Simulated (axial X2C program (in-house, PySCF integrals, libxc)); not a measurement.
## Photoelectron levels of SnO by EOM-IP-CCSD

Calculated with an in-house all-electron X2C program for linear molecules (integrals from PySCF): two-component X2C with atomic mean-field Coulomb and Gaunt terms, Gaussian nuclei, basis Sn dyall-cv3z, O dyall-av3z with contracted cores.

R = 1.985 Å (1.090 times 1.821 Å, the PBE0 minimum at charge 0 for the lowest determinant).

Vertical ionisation energies of SnO to the states of SnO⁺:

```tsv
Ω of SnO⁺	vertical IE (eV)	above lowest (cm⁻¹)	ionised spinor	one-hole weight
3/2	9.280	0	86% O pπ, 9% Sn pπ	0.90
1/2	9.283	26	83% O pπ, 12% Sn pπ	0.91
1/2	9.735	3675	60% O pσ, 26% Sn pσ, 8% Sn sσ	0.93
1/2	14.590	42833	63% Sn sσ, 23% O pσ, 6% Sn pσ	0.88
```

This point took 35 s on 1 thread of Intel(R) Xeon(R) Processor @ 2.30GHz, on a shared host.

Reference electrons by ω block (each with its −ω partner): 1/2: 19, 3/2: 8, 5/2: 2. 20 electrons of SnO correlated (inner shells frozen), 94 natural virtual spinors (a truncated set); levels can be off by some tenths of an eV. Roots sought by Ω: (1/2: 4, 3/2: 3, 5/2: 1); rows need 60 % one-particle weight and stop where some Ω has no more roots. Missing are any skipped roots, higher Ω and states of a further excitation; these come out far too high here and may in truth be low or lowest. T1 of the reference 0.036 (Lee–Taylor). Number of frozen shells: Sn 4 s, 3 p, 1 d; O 1 s. Large amplitudes in the reference (orbital relaxation or multireference character) lower the reliability.
